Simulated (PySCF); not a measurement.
Precursor series W F-OH. Isolated molecules, 0 K electronic values unless said otherwise. One relaxed conformer stands for each flexible species; it need not be the lowest.

Level of theory: TPSSh-D3(BJ)/def2-TZVP // TPSS-D3(BJ)/def2-SVP run with PySCF. 

| species | HOMO (eV) | HOMO–LUMO gap (eV) | charge on the central atom (Mulliken) (e) | coordination number | mean distance from the central atom to its bonded neighbours (Å) |
|---|---|---|---|---|---|
| 0 of 6 F replaced by OH | -11.63 | 6.46 | 1.74 | 6 | 1.858 |
| 1 of 6 F replaced by OH ([W(F)5(OH)]) | -10.40 | 5.91 | 1.71 | 6 | 1.864 |
| 2 of 6 F replaced by OH ([W(F)4(OH)2]) | -9.63 | 5.79 | 1.67 | 6 | 1.874 |
| 6 of 6 F replaced by OH | -7.85 | 4.73 | 1.50 | 6 | 1.936 |
